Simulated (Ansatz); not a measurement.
Steps of a relaxation of `[BH2][AlH][AlH][CH3]` with RKS PBE-D4/def2-SVP.

```sh
$ ansatz run in.yaml --threads 2 --pin off --events-out ev --progress --plain --max-ram 4352MiB
```

```yaml
crystal:
  periodic: [false, false, false]
  atoms:
    - {symbol: B, position_ang: [-1.489200, 1.972300, 0.288400]}
    - {symbol: Al, position_ang: [-0.105200, 1.404600, -1.075100]}
    - {symbol: Al, position_ang: [1.013300, -0.766000, -0.743600]}
    - {symbol: C, position_ang: [0.636000, -1.875900, 0.839700]}
    - {symbol: H, position_ang: [-2.089700, 3.042100, 0.107900]}
    - {symbol: H, position_ang: [-1.803800, 1.347300, 1.199300]}
    - {symbol: H, position_ang: [0.293300, 2.328500, -2.323500]}
    - {symbol: H, position_ang: [2.200100, -1.249100, -1.764400]}
    - {symbol: H, position_ang: [0.764900, -1.300700, 1.816800]}
    - {symbol: H, position_ang: [1.171100, -2.813800, 0.861900]}
    - {symbol: H, position_ang: [-0.525400, -2.146300, 0.813200]}
basis:
  gaussian: {orbitals: def2-SVP}
hamiltonian: {xc: pbe, dispersion: d4}
relax: {f_tol: 0.03, max_steps: 200}
```

Positions (Å) and forces (eV/Å) along the path, 12 of 25 steps:

```xyz
11
step=1 energy=-15002.4061 eV
B    -1.489    1.972    0.288   -0.956    2.069   -0.576
Al   -0.105    1.405   -1.075    0.780    0.147   -1.188
Al    1.013   -0.766   -0.744    0.919   -0.906   -0.157
C     0.636   -1.876    0.840   -2.403    0.744    0.467
H    -2.090    3.042    0.108    0.025   -0.347    0.262
H    -1.804    1.347    1.199   -0.531   -0.912    1.537
H     0.293    2.329   -2.324   -0.011    0.169   -0.082
H     2.200   -1.249   -1.764   -0.166   -0.079    0.156
H     0.765   -1.301    1.817   -0.023   -0.516   -0.713
H     1.171   -2.814    0.862    0.544   -0.802    0.210
H    -0.525   -2.146    0.813    1.822    0.431    0.084
11
step=3 energy=-15002.8835 eV
B    -1.601    2.128    0.291   -0.104    0.039   -0.041
Al   -0.085    1.453   -1.131    0.039   -0.024    0.080
Al    1.126   -0.866   -0.759   -0.021    0.008   -0.055
C     0.650   -1.956    0.822    0.052    0.008    0.019
H    -2.281    3.131    0.115    0.006   -0.049   -0.012
H    -1.865    1.514    1.315    0.064    0.027    0.021
H     0.304    2.448   -2.347    0.016   -0.021    0.020
H     2.252   -1.432   -1.767    0.014   -0.017   -0.004
H     0.773   -1.363    1.755    0.022    0.014    0.022
H     1.222   -2.900    0.937    0.001    0.048   -0.034
H    -0.429   -2.214    0.789   -0.089   -0.033   -0.016
11
step=4 energy=-15002.9138 eV
B    -1.630    2.143    0.292    0.148   -0.072    0.159
Al   -0.043    1.457   -1.070   -0.273    0.061   -0.004
Al    1.102   -0.897   -0.802   -0.007    0.042    0.089
C     0.637   -1.950    0.807    0.197   -0.074   -0.036
H    -2.425    3.036    0.014    0.014   -0.205   -0.022
H    -1.770    1.641    1.413    0.042    0.194   -0.235
H     0.388    2.454   -2.267    0.085    0.051    0.062
H     2.225   -1.484   -1.801   -0.029   -0.010   -0.030
H     0.748   -1.335    1.726   -0.025    0.032    0.007
H     1.262   -2.860    0.930   -0.071    0.014    0.002
H    -0.428   -2.261    0.779   -0.082   -0.033    0.007
11
step=6 energy=-15003.0035 eV
B    -1.629    2.105    0.276   -0.104    0.430    0.357
Al   -0.054    1.467   -1.063   -0.169   -0.003    0.078
Al    1.066   -0.899   -0.808    0.002   -0.034   -0.029
C     0.632   -1.961    0.801   -0.072   -0.002    0.010
H    -2.598    2.792   -0.119    0.304   -0.545    0.207
H    -1.591    1.898    1.518   -0.033    0.153   -0.737
H     0.515    2.523   -2.155    0.026    0.024    0.123
H     2.160   -1.487   -1.842   -0.043   -0.001   -0.004
H     0.729   -1.341    1.721   -0.017   -0.032   -0.027
H     1.268   -2.861    0.920   -0.007   -0.026    0.019
H    -0.434   -2.293    0.773    0.113    0.037    0.002
11
step=9 energy=-15003.1990 eV
B    -1.642    2.105    0.191   -0.405   -0.083   -0.011
Al    0.021    1.542   -0.960    0.192    0.123   -0.012
Al    0.989   -0.904   -0.846   -0.074   -0.132   -0.129
C     0.680   -1.922    0.822    0.083    0.046    0.037
H    -2.783    2.272   -0.266    0.334   -0.065    0.169
H    -1.568    2.173    1.419   -0.003    0.093   -0.191
H     0.866    2.678   -1.759   -0.033   -0.055    0.057
H     1.755   -1.638   -2.082   -0.089    0.095    0.125
H     0.820   -1.287    1.723    0.002   -0.019    0.000
H     1.312   -2.827    0.928   -0.006   -0.002   -0.008
H    -0.385   -2.250    0.851    0.000   -0.002   -0.038
11
step=11 energy=-15003.2510 eV
B    -1.661    2.082    0.110   -0.085    0.026    0.044
Al    0.117    1.602   -0.879    0.068    0.005   -0.026
Al    0.893   -0.902   -0.845   -0.066    0.048    0.075
C     0.730   -1.918    0.841   -0.034    0.000   -0.023
H    -2.783    2.052   -0.375    0.018    0.000    0.008
H    -1.637    2.327    1.312   -0.018   -0.016   -0.037
H     1.041    2.757   -1.529    0.023   -0.006   -0.004
H     1.394   -1.671   -2.165    0.002   -0.042   -0.062
H     0.873   -1.283    1.740    0.042   -0.012    0.033
H     1.409   -2.792    0.899    0.021   -0.008    0.029
H    -0.311   -2.311    0.911    0.027    0.005   -0.038
11
step=12 energy=-15003.2623 eV
B    -1.678    2.093    0.078   -0.016    0.024    0.002
Al    0.142    1.620   -0.850   -0.024    0.019    0.002
Al    0.848   -0.898   -0.837    0.012   -0.008   -0.015
C     0.770   -1.914    0.853    0.045    0.000    0.012
H    -2.778    2.089   -0.455    0.017   -0.007   -0.004
H    -1.706    2.299    1.286   -0.011   -0.012   -0.016
H     1.110    2.767   -1.443    0.027   -0.002    0.001
H     1.223   -1.708   -2.184   -0.029    0.018    0.011
H     0.917   -1.296    1.762   -0.011    0.016    0.004
H     1.476   -2.768    0.890   -0.002   -0.023   -0.014
H    -0.258   -2.340    0.921   -0.008   -0.026    0.019
11
step=14 energy=-15003.2751 eV
B    -1.726    2.157   -0.009    0.078   -0.051    0.110
Al    0.168    1.668   -0.777   -0.009    0.075   -0.021
Al    0.738   -0.882   -0.793    0.042   -0.206   -0.140
C     0.864   -1.942    0.877   -0.024   -0.105   -0.046
H    -2.770    2.159   -0.641   -0.012    0.024   -0.032
H    -1.865    2.300    1.204   -0.002    0.010   -0.103
H     1.265    2.760   -1.263   -0.057   -0.060    0.036
H     0.856   -1.723   -2.196   -0.031    0.160    0.222
H     1.027   -1.350    1.799   -0.004    0.014   -0.012
H     1.633   -2.748    0.831   -0.101    0.106   -0.026
H    -0.124   -2.456    0.989    0.119    0.034    0.013
11
step=16 energy=-15003.2863 eV
B    -1.759    2.216   -0.060   -0.042   -0.064    0.011
Al    0.145    1.640   -0.728    0.014    0.057    0.032
Al    0.692   -0.910   -0.755   -0.056   -0.017   -0.104
C     0.921   -1.989    0.884   -0.047   -0.101    0.013
H    -2.764    2.266   -0.756    0.047    0.024    0.012
H    -1.964    2.379    1.137    0.000    0.020   -0.035
H     1.281    2.713   -1.146   -0.009   -0.017   -0.002
H     0.704   -1.676   -2.188    0.015    0.009    0.115
H     1.123   -1.393    1.798    0.020   -0.018   -0.030
H     1.718   -2.757    0.771   -0.057    0.054    0.024
H    -0.032   -2.546    1.064    0.115    0.053   -0.036
11
step=17 energy=-15003.2863 eV rejected
B    -1.793    2.255   -0.093   -0.121    0.132   -0.079
Al    0.136    1.627   -0.652   -0.147   -0.031   -0.066
Al    0.615   -0.936   -0.736    0.100    0.040    0.071
C     0.967   -2.024    0.877   -0.103   -0.127    0.078
H    -2.754    2.375   -0.858    0.219   -0.066    0.144
H    -2.059    2.465    1.086   -0.022   -0.041   -0.042
H     1.289    2.683   -1.053    0.027    0.002    0.026
H     0.614   -1.697   -2.156   -0.037   -0.036   -0.037
H     1.206   -1.425    1.782    0.000   -0.042   -0.056
H     1.792   -2.754    0.707   -0.110    0.075    0.024
H     0.052   -2.625    1.118    0.195    0.094   -0.063
11
step=19 energy=-15003.2928 eV
B    -1.794    2.269   -0.092   -0.099    0.026   -0.040
Al    0.122    1.629   -0.666   -0.033    0.000    0.001
Al    0.627   -0.929   -0.737    0.010   -0.012    0.042
C     0.973   -2.020    0.876   -0.040   -0.060    0.051
H    -2.747    2.377   -0.861    0.122   -0.014    0.080
H    -2.073    2.458    1.086    0.004   -0.012   -0.045
H     1.300    2.673   -1.037    0.001   -0.001    0.004
H     0.593   -1.712   -2.147   -0.011   -0.013   -0.027
H     1.208   -1.429    1.785    0.004   -0.025   -0.030
H     1.796   -2.751    0.707   -0.067    0.052    0.011
H     0.059   -2.622    1.106    0.110    0.060   -0.046
11
step=25 energy=-15003.2971 eV
B    -1.825    2.335   -0.143    0.014    0.002    0.003
Al    0.090    1.607   -0.595    0.003    0.004    0.005
Al    0.546   -0.958   -0.698    0.000   -0.006   -0.006
C     1.048   -2.046    0.875   -0.012    0.002   -0.023
H    -2.680    2.521   -0.996   -0.013   -0.001   -0.010
H    -2.208    2.512    1.004    0.000   -0.001    0.004
H     1.324    2.615   -0.877   -0.002   -0.001   -0.001
H     0.369   -1.748   -2.097    0.003    0.003    0.013
H     1.288   -1.464    1.786    0.001    0.001    0.006
H     1.913   -2.702    0.639    0.006    0.000    0.000
H     0.202   -2.727    1.122    0.000   -0.003    0.008
```

It took 42 s on 2 threads of an Arm Neoverse V1 on a shared host, with 0.14 GiB of host memory at the peak.
